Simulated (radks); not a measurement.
Species: P+. Configuration: [He] 2s2 2p5 3s2 3p2 4p1 (not the ground configuration).

All-electron calculation, Dirac Kohn-Sham, PBE, spin-unpolarised, spherical densities, finite nucleus; open shells are shared between the two j in proportion to 2j + 1; Fermi nuclear charge, rms radius 3.1889 fm. Program: a radial shooting solver on a logarithmic mesh with Libxc functionals.

Energy parts (eV):
part                      energy
total                  -9148.690
kinetic                 9184.138
electron-nucleus      -21430.359
Hartree                 3684.673
exchange-correlation    -587.143

Orbitals (lengths in bohr, moments of r in powers of bohr; r(max) is where P^2 peaks; r(90%) holds 90 % of the orbital's charge):
orbital      occ.  eigenvalue (eV)  r(90%)   r(max)  small-component weight
1s1/2           2        -2135.804   0.185  0.06763                2.83e-03
2s1/2           2        -212.6423   0.792   0.4130                4.40e-04
2p1/2     1.66667        -165.3361   0.772   0.3452                4.20e-04
2p3/2     3.33333        -164.3477   0.775   0.3468                4.18e-04
3s1/2           2         -32.2359    2.44    1.427                7.92e-05
3p1/2    0.666667         -21.9891    2.77    1.540                6.51e-05
3p3/2     1.33333         -21.8931    2.78    1.544                6.48e-05
3d3/2           0          -8.3591    4.20    1.858                3.21e-05
3d5/2           0          -8.3547    4.20    1.859                3.20e-05
4s1/2           0          -7.5943    6.55    4.145                1.50e-05
4p1/2    0.333333          -5.5786    7.65    4.875                1.16e-05
4p3/2    0.666667          -5.5663    7.67    4.884                1.16e-05

The highest occupied level is 4p3/2 at -5.566 eV. The configuration is held as typed, so some empty levels lie below it. The density falls to 0.001 e/bohr^3 at r = 4.56 bohr. The electron density at the nucleus is 2404 e/bohr^3.
